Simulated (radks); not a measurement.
Initial-state core-level shifts of neutral tungsten when its valence configuration changes from [Xe] 4f14 5d4 6s2. Calculated with a radial shooting solver on a logarithmic mesh with Libxc functionals: scalar-relativistic Kohn-Sham, PBEsol, spin-polarised, spherical densities, finite nucleus; open shells are filled with parallel spins first (spin-orbit coupling, left out, can overturn this in heavy ions); Fermi nuclear charge, rms radius 5.3658 fm. Shifts are changes of the shell-averaged eigenvalues in eV (positive: less bound); the change of the density at the nucleus, which sets a Mossbauer isomer shift, is in e/bohr^3, on a base of 1.514e+06.

\begin{tabular}{lrrrrr}
valence & 1s & 2s & 3p & 3d & density at nucleus \\ \hline
4f14 5d2 6s2 6p2 & -8.278 & -8.497 & -8.397 & -8.424 & +67.5 \\
4f14 5d1 6s2 6p3 & -12.667 & -13.032 & -12.846 & -12.895 & +105.4 \\
4f14 5d5 6s1 & +2.317 & +2.399 & +2.376 & +2.384 & -76.4 \\
4f14 5d4 6s1 6p1 & -1.325 & -1.318 & -1.322 & -1.321 & -62.8 \\
4f14 5d3 6s2 6p1 & -4.050 & -4.147 & -4.108 & -4.120 & +32.2 \\
4f13.5 5d4.5 6s2 & -4.606 & -5.012 & -5.688 & -5.623 & +42.4 \\
4f14 5d4 6s1.5 6p0.5 & -0.723 & -0.719 & -0.720 & -0.720 & -29.7 \\
4f13 5d1 6s2 6p4 & -27.744 & -29.135 & -30.214 & -30.162 & +239.3 \\
4f12 5d6 6s2 & -19.613 & -21.363 & -24.271 & -24.000 & +181.2 \\
\end{tabular}
